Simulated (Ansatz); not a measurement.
Ansatz results at the PBE0-D4/def2-TZVP geometry: LUMO energy (PBE/def2-TZVPP) -3.42 eV; HOMO–LUMO gap (PBE0/def2-TZVPP) 5.52 eV; HOMO energy (PBE/def2-TZVPP) -6.74 eV.

Each molecule was computed in one conformer, which needn't be the lowest.

Q: Which molecule gave them?
A. `N/C=C\N`
B. `B[SiH2][CH2][GeH3]`
C. `[SiH3][Al]1[CH2][SiH2]1`
D. `C[CH]1[AlH][SiH2]1`

A: B. The others give `C[CH]1[AlH][SiH2]1`: -2.49, 4.31, -5.07; `[SiH3][Al]1[CH2][SiH2]1`: -2.90, 3.79, -5.01; `N/C=C\N`: 0.14, 6.06, -3.91.
